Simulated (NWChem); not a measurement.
System: N2H3, doublet; SMILES [NH]N

Input file for NWChem:

```
start job
memory heap 200 mb stack 900 mb global 1100 mb
geometry units angstroms noautosym nocenter noautoz
  N     -0.120994    -0.752145     0.007309
  N     -0.014192     0.576370    -0.063059
  H      0.840159    -1.110500    -0.047594
  H      0.835136     1.057311     0.231067
  H     -0.867317     1.075948     0.166440
end
basis spherical
  * library 6-31g*
end
dft
  odft
  mult 2
  xc pbe0
  iterations 150
end
property
  hyperfine
end
task dft property
```

Parts of the log:

```
             Northwest Computational Chemistry Package (NWChem) 7.3.0
             --------------------------------------------------------

                             Geometry "geometry" -> ""
                             -------------------------

 Output coordinates in angstroms (scale by  1.889725989 to convert to a.u.)

  No.       Tag          Charge          X              Y              Z
 ---- ---------------- ---------- -------------- -------------- --------------
    1 N                    7.0000    -0.12099400    -0.75214500     0.00730900
    2 N                    7.0000    -0.01419200     0.57637000    -0.06305900
    3 H                    1.0000     0.84015900    -1.11050000    -0.04759400
    4 H                    1.0000     0.83513600     1.05731100     0.23106700
    5 H                    1.0000    -0.86731700     1.07594800     0.16644000

 Effective nuclear repulsion energy (a.u.)      36.6884815147

                              NWChem Property Module
                              ----------------------

  itol2e modified to match energy
  convergence criterion.

                                 NWChem DFT Module
                                 -----------------

 Summary of "ao basis" -> "ao basis" (spherical)
 ------------------------------------------------------------------------------
       Tag                 Description            Shells   Functions and Types
 ---------------- ------------------------------  ------  ---------------------
 N                           6-31g*                  6       14   3s2p1d
 H                           6-31g*                  2        2   2s

  itol2e modified to match energy
  convergence criterion.

            General Information
            -------------------
          SCF calculation type: DFT
          Wavefunction type:  spin polarized.
          No. of atoms     :     5
          No. of electrons :    17
           Alpha electrons :     9
            Beta electrons :     8
          Charge           :     0
          Spin multiplicity:     2
          Use of symmetry is: off; symmetry adaption is: off
          Maximum number of iterations: 150
          AO basis - number of functions:    34
                     number of shells:    18
          Convergence on energy requested:  1.00D-07
          Convergence on density requested:  1.00D-05
          Convergence on gradient requested:  5.00D-04

              XC Information
              --------------
                         PBE0 Method XC Functional
                     Hartree-Fock (Exact) Exchange  0.250
          PerdewBurkeErnzerhof Exchange Functional  0.750
            Perdew 1991 LDA Correlation Functional  1.000 local
           PerdewBurkeErnz. Correlation Functional  1.000 non-local

             Grid Information
             ----------------
          Grid used for XC integration:  fine
          Radial quadrature: Mura-Knowles
          Angular quadrature: Lebedev.
          Tag              B.-S. Rad. Rad. Pts. Rad. Cut. Ang. Pts.
          ---              ---------- --------- --------- ---------
          N                   0.65       70           7.0       590
          H                   0.35       60           8.0       590
          Grid pruning is: on
          Number of quadrature shells:   320
          Spatial weights used:  Erf1

      Superposition of Atomic Density Guess
      -------------------------------------

 Sum of atomic energies:        -110.08217411

      Non-variational initial energy
      ------------------------------

 Total energy =    -110.866977
 1-e energy   =    -221.225457
 2-e energy   =      73.669999
 HOMO         =      -0.125007
 LUMO         =       0.134827

[...]

          ----------------------
          Hyperfine Interactions
          ----------------------

 Total Spin Density (Fermi Contact Term)
 ------------------ --------------------
     Atom            x         y         z       Density (a.u.)      Aiso(MHz)     Aiso(Gauss)
     1  14-N     -0.22865  -1.42135   0.01381       0.130818         42.267748      15.082158
     2  14-N     -0.02682   1.08918  -0.11916       0.095689         30.917688      11.032181
     3   1-H      1.58767  -2.09854  -0.08994      -0.011478        -51.305373     -18.307002
     4   1-H      1.57818   1.99803   0.43665       0.001407          6.289147       2.244120
     5   1-H     -1.63899   2.03325   0.31453      -0.002372        -10.603800      -3.783693

           -------------------------------------------
           Anisotropic Interaction (Spin-Dipolar Term)
           -------------------------------------------

 ------------------------------------------------------------
     Atom            x         y         z
 ------------------------------------------------------------
     1  14-N     -0.22865  -1.42135   0.01381

   Spin-Dipolar term (a.u.)
        xx             yy             zz             xy             xz             yz
 ------------------------------------------------------------------------------------------
      -0.850669      -0.863549       1.714218      -0.022454       0.081995      -0.050292

   Principal Comp. of -hf- tensor (au)            Anisotropic -hfcc- (MHz)               Anisotropic -hfcc- (Gauss)
 --------------------------------------------------------------------------------------------------------------------------
     -0.837340    -0.880503     1.717843     -32.294337   -33.959027    66.253364     -11.523403   -12.117405    23.640808

   Orientation of the principal axis of Hyperfine Tensor w.r.t absolute (molecular) frame
 --------------------------------------------------------------------------------------------------------------------------
      0.793274     0.608020     0.032073
     -0.607711     0.793912    -0.019748
     -0.037470    -0.003826     0.999290

 ------------------------------------------------------------
     Atom            x         y         z
 ------------------------------------------------------------
     2  14-N     -0.02682   1.08918  -0.11916

   Spin-Dipolar term (a.u.)
        xx             yy             zz             xy             xz             yz
 ------------------------------------------------------------------------------------------
      -0.364094      -0.309364       0.673458       0.010432      -0.048840      -0.168304

   Principal Comp. of -hf- tensor (au)            Anisotropic -hfcc- (MHz)               Anisotropic -hfcc- (Gauss)
 --------------------------------------------------------------------------------------------------------------------------
     -0.366601    -0.337211     0.703811     -14.138966   -13.005460    27.144426      -5.045126    -4.640664     9.685790

   Orientation of the principal axis of Hyperfine Tensor w.r.t absolute (molecular) frame
 --------------------------------------------------------------------------------------------------------------------------
      0.995918     0.077262    -0.046667
     -0.083941     0.982856    -0.164159
      0.033183     0.167406     0.985329

 ------------------------------------------------------------
     Atom            x         y         z
 ------------------------------------------------------------
     3   1-H      1.58767  -2.09854  -0.08994

   Spin-Dipolar term (a.u.)
        xx             yy             zz             xy             xz             yz
 ------------------------------------------------------------------------------------------
       0.074608      -0.053464      -0.021144      -0.060036      -0.002535       0.001038

   Principal Comp. of -hf- tensor (au)            Anisotropic -hfcc- (MHz)               Anisotropic -hfcc- (Gauss)
 --------------------------------------------------------------------------------------------------------------------------
      0.098412    -0.077206    -0.021206      52.507893   -41.193229   -11.314665      18.736090   -14.698743    -4.037347

   Orientation of the principal axis of Hyperfine Tensor w.r.t absolute (molecular) frame
 --------------------------------------------------------------------------------------------------------------------------
      0.929681     0.367737     0.021516
     -0.367653     0.929930    -0.007875
     -0.022904    -0.000589     0.999737

 ------------------------------------------------------------
     Atom            x         y         z
 ------------------------------------------------------------
     4   1-H      1.57818   1.99803   0.43665

   Spin-Dipolar term (a.u.)
        xx             yy             zz             xy             xz             yz
 ------------------------------------------------------------------------------------------
       0.020169      -0.008262      -0.011907       0.037202       0.011621       0.006095

   Principal Comp. of -hf- tensor (au)            Anisotropic -hfcc- (MHz)               Anisotropic -hfcc- (Gauss)
 --------------------------------------------------------------------------------------------------------------------------
      0.048587    -0.033996    -0.014591      25.923529   -18.138546    -7.784983       9.250144    -6.472273    -2.777871

   Orientation of the principal axis of Hyperfine Tensor w.r.t absolute (molecular) frame
 --------------------------------------------------------------------------------------------------------------------------
      0.807483    -0.575781    -0.128247
      0.551006     0.813841    -0.184542
      0.210628     0.078349     0.974421

 ------------------------------------------------------------
     Atom            x         y         z
 ------------------------------------------------------------
     5   1-H     -1.63899   2.03325   0.31453

[...]
```

Level: PBE0/6-31G* (spherical d), spin-unrestricted, contact and dipolar terms. Structure relaxed at the PBE0/def2-SVP, spin-unrestricted level. No stability test was run on the SCF state.
